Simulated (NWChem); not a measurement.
Molecule: C2H4F2OSi; SMILES O=CC(F)(F)[SiH3]

```xyz
10

O     -0.8712     2.0744     0.0451
C     -0.1455     1.3521    -0.5737
C      0.4125     0.0561     0.0012
F      0.8260     0.2726     1.2743
F      1.4965    -0.3002    -0.7453
Si    -0.8589    -1.4104     0.0053
H      0.1579     1.5417    -1.6354
H     -1.9845    -1.0512     0.9092
H     -1.3429    -1.6119    -1.3905
H     -0.1222    -2.6089     0.4902
```
Atoms are numbered in this order, from 1.

Level: PBE0/def2-SVP (NWChem), optimised geometry, unscaled harmonic frequencies. 

| frequency (cm⁻¹) | IR intensity (km/mol) |
|---|---|
| 32 | 10.0 |
| 138 | 0.5 |
| 178 | 2.6 |
| 207 | 0.8 |
| 259 | 8.6 |
| 345 | 8.8 |
| 442 | 6.9 |
| 557 | 18.8 |
| 616 | 11.6 |
| 633 | 20.9 |
| 725 | 37.5 |
| 892 | 200.7 |
| 929 | 65.0 |
| 929 | 23.7 |
| 936 | 46.1 |
| 1099 | 12.4 |
| 1157 | 111.8 |
| 1224 | 81.6 |
| 1381 | 13.6 |
| 1902 | 130.0 |
| 2254 | 42.4 |
| 2273 | 68.2 |
| 2283 | 69.5 |
| 2944 | 70.9 |

```yaml
zero_point_energy: 34.8 kcal/mol
thermal correction to the enthalpy at 298.15 K (with zero-point energy): 40.1 kcal/mol
heat capacity Cv: 24.9 cal/(mol K)
entropy at 298.15 K and 1 atm (symmetry number 1): 86.3 cal/(mol K)
dipole_moment: 2.18 D
```

Rigid rotor and harmonic oscillator; modes under 100 cm⁻¹ make the entropy uncertain.
